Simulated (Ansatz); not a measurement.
H2SSn (SMILES [SH][SnH]) moved off its minimum; all values from Ansatz (a program for electronic structure), cores frozen in correlated methods. Elements past Kr take the def2 small-core potentials, without spin–orbit coupling.
(charge 0, multiplicity 1)
```xyz
4

Sn     0.1257    -0.4543     0.4224
H      0.3918    -1.5447    -1.0015
S     -0.3213     1.3793    -1.1873
H     -0.5826     2.3385    -0.2010
```

Forces at wB97M-V/def2-TZVPP (eV/Å):

| atom | Fx | Fy | Fz |
|---|---|---|---|
| Sn1 | -0.066 | 0.237 | -0.985 |
| H2 | -0.065 | 0.306 | 0.465 |
| S3 | -0.135 | 0.389 | 1.488 |
| H4 | 0.266 | -0.931 | -0.968 |

Give the forces (eV/Å), the total energy and the dipole at CCSD(T)/def2-TZVPPD.


```tsv
atom	Fx	Fy	Fz
Sn1	-0.040	0.129	-0.593
H2	-0.029	0.158	0.287
S3	-0.189	0.616	1.248
H4	0.259	-0.903	-0.941
```
Energy -612.3935 hartree, dipole 2.05 D.
